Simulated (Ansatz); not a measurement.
The same isomerisation along the group F, Cl, I.

Calculated with Ansatz (gas phase, PBE0-D4/def2-TZVP geometries, no zero-point term in ΔE). CCSD(T)/CBS adds triple-zeta CCSD(T) − MP2 to the extrapolated MP2 energy (def2 sets, frozen cores). Double bonds are as drawn, so ΔE can hold a change between cis and trans. def2 core potentials past Kr. For I outer-core shells are correlated without core-valence functions, which leaves a few kJ/mol of doubt a bond. Each species was taken in one conformer, which may not be the lowest.

(1) Order these by ΔE at CCSD(T)/CBS, lowest first. (An estimate is asked.)
A. `O/C=C\I` → `CC(=O)I`
B. `O/C=C\F` → `CC(=O)F`
C. `O/C=C\Cl` → `CC(=O)Cl`

Largest T1 diagnostic: 0.014, for `CC(=O)Cl`.

Results:

(1) B (-31.3 kcal/mol), C (-19.3 kcal/mol), A (-16.1 kcal/mol).
